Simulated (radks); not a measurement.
Valence configurations of Ag I (all share [Kr]). Method: Dirac Kohn-Sham, PBE, spin-unpolarised, spherical densities, finite nucleus; open shells fill j = l - 1/2 first; Fermi nuclear charge, rms radius 4.5454 fm; computed with a radial shooting solver on a logarithmic mesh with Libxc functionals. Energies are relative to 4d10 5s1; eigenvalues in eV.

valence	E (eV)	e(4d3/2)	e(4d5/2)	e(5p1/2)	e(5s1/2)
4d10 5s1	0.000	-7.782	-7.226	-	-4.406
4d10 5s0.5 5p0.5	1.836	-8.783	-8.223	-1.323	-5.094
4d9 5s2	3.840	-11.051	-10.455	-	-5.550
4d9 5s1 5p1	8.193	-12.735	-12.134	-2.154	-6.652
4d10 5p1	3.766	-9.645	-9.083	-1.725	-
4d9 5p2	12.813	-14.163	-13.557	-2.806	-
4d8 5s1 5p2	19.959	-17.464	-16.819	-3.258	-8.509
4d9 5s0.5 5p1.5	10.474	-13.471	-12.868	-2.493	-7.114
4d9.5 5s1.5	1.659	-9.382	-8.805	-	-4.976
4d9.5 5s1 5p0.5	3.648	-10.320	-9.741	-1.544	-5.610

NIST lists [Kr] 4d10 5s1 as the ground configuration; this level of theory agrees among the configurations tried. The energies are those of spherical spin-averaged densities, not of single terms.
